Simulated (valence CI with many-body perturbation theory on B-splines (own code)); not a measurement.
The numbers below are computed, except where a source is named.
Ladder of approximations for Sb XXX

Level of theory: relativistic CI+MBPT: four valence electrons over a frozen Dirac-Fock core [Ar], a basis of 9 s, 9 p, 10 d, 8 f, 5 g, 3 h, 1 i functions for each j, with the one-electron correlation potential Σ1 (screened to all orders), the two-electron term Σ2, the three-electron term Σ3, Breit, model QED; selected single and double excitations, second order for the rest (own B-spline code, finite nucleus).

No measured spectrum was set against this ion. As an estimate, large intervals hold to a few tenths of a per cent, small ones and those within an open d or f shell to about a per cent. Core correlation moves these levels by up to 8100 cm⁻¹, and in measured spectra 5 to 20 % of such shifts remained as error; rates that hang on mixing are uncertain with them. Only levels of the ground parity were solved; by the run's estimate the other parity begins above the list, which can be wrong where configurations are misplaced.

Each rung adds one term. CI alone is the Dirac-Coulomb CI over the frozen core; QED comes last and gives the full result, which names the levels. Energies are above (3d3/2^4) J=0 on the same rung, in cm⁻¹.

Levels are named by their leading jj configuration (3d3/2^4 stands for four electrons in 3d with j = 3/2), which in mixed levels can hold well under half, so a name can repeat and another be missing. Letters in brackets count levels of one name in rising energy.

| Level | CI alone | Σ1 | Σ2 | Σ3 | Breit | QED | Full |
| --- | --- | --- | --- | --- | --- | --- | --- |
| (3d3/2^3 3d5/2) J=1 | 53077 | +647 | +1904 | +615 | -3057 | +258 | 53443 |
| (3d3/2^3 3d5/2) J=2 | 90012 | +955 | +2270 | +625 | -5299 | +371 | 88934 |
| (3d3/2^3 3d5/2) J=3 | 112615 | +1034 | +2047 | +397 | -6403 | +395 | 110085 |
| (3d3/2^3 3d5/2) J=4 | 116327 | +822 | +1763 | -230 | -6852 | +305 | 112134 |
| (3d3/2^2 3d5/2^2) J=0 [a] | 161728 | +1248 | +1183 | -461 | -4860 | +467 | 159306 |
| (3d3/2^2 3d5/2^2) J=4 [a] | 171976 | +1307 | +3408 | +34 | -8294 | +485 | 168918 |
| (3d3/2^2 3d5/2^2) J=3 [a] | 194196 | +1216 | +909 | -113 | -6273 | +437 | 190372 |
| (3d3/2^2 3d5/2^2) J=2 [a] | 196628 | +1140 | -493 | +639 | -5327 | +405 | 192992 |
| (3d3/2^2 3d5/2^2) J=5 | 208995 | +1383 | +3340 | -28 | -10004 | +500 | 204186 |
| (3d3/2^2 3d5/2^2) J=1 | 213871 | +1450 | -240 | +743 | -6491 | +528 | 209861 |
| (3d3/2^2 3d5/2^2) J=6 | 224277 | +1431 | +4265 | -235 | -12392 | +515 | 217861 |
| (3d3/2^2 3d5/2^2) J=4 [b] | 244383 | +1489 | +1097 | -1018 | -9680 | +526 | 236797 |
| (3d3/2^2 3d5/2^2) J=2 [b] | 250872 | +1482 | -2104 | +364 | -7995 | +524 | 243142 |
| (3d3/2^2 3d5/2^2) J=3 [b] | 257601 | +1390 | -2636 | -211 | -7798 | +482 | 248829 |
| (3d3/2 3d5/2^3) J=4 [a] | 269626 | +1919 | +2618 | -143 | -10428 | +710 | 264302 |
| (3d3/2 3d5/2^3) J=3 [a] | 292692 | +1994 | +1457 | -302 | -9362 | +731 | 287210 |
| (3d3/2^2 3d5/2^2) J=2 [c] | 295883 | +1694 | -742 | +593 | -7758 | +599 | 290268 |
| (3d3/2 3d5/2^3) J=5 | 312795 | +2128 | +2980 | -277 | -13256 | +778 | 305147 |
| (3d3/2 3d5/2^3) J=1 [a] | 320062 | +2005 | -1323 | -908 | -8406 | +727 | 312158 |
| (3d3/2 3d5/2^3) J=6 | 321423 | +2110 | +5286 | -461 | -14564 | +763 | 314557 |
| (3d3/2^2 3d5/2^2) J=4 [c] | 346751 | +1787 | -2110 | -176 | -9256 | +614 | 337610 |
| (3d3/2 3d5/2^3) J=0 | 356247 | +2106 | -1820 | -3181 | -9482 | +756 | 344626 |
| (3d3/2^2 3d5/2^2) J=2 [d] | 356589 | +1968 | -3992 | +1535 | -8856 | +680 | 347924 |
| (3d3/2 3d5/2^3) J=3 [b] | 373918 | +2108 | -2379 | -87 | -10741 | +739 | 363557 |
| (3d3/2^2 3d5/2^2) J=2 [e] | 381297 | +1832 | -3719 | +129 | -7750 | +619 | 372408 |
| (3d5/2^4) J=4 | 423724 | +2557 | +2024 | -1034 | -12267 | +913 | 415918 |
| (3d3/2 3d5/2^3) J=3 [c] | 435299 | +2262 | -3200 | +409 | -10084 | +775 | 425461 |
| (3d3/2 3d5/2^3) J=1 [b] | 439912 | +2230 | -5530 | +1062 | -8194 | +764 | 430244 |
| (3d5/2^4) J=2 | 441836 | +2495 | -3275 | +1076 | -10918 | +872 | 432085 |
| (3d3/2^2 3d5/2^2) J=0 [b] | 459450 | +2217 | -6857 | -349 | -7683 | +735 | 447514 |
| (3d3/2 3d5/2^3) J=4 [b] | 458817 | +2318 | -2769 | +572 | -11525 | +789 | 448202 |

The middle columns are the shifts that each term adds.

How does the ionisation energy move along the ladder, and which term matters most?

CI alone 1688.7, + Σ1 1691.2, + Σ2 1698.9, + Σ3 1699.0, + Breit 1698.0, + QED 1698.1 eV. The largest step is Σ2, 7.7 eV. NIST lists 1698 ± 4 eV (theoretical).
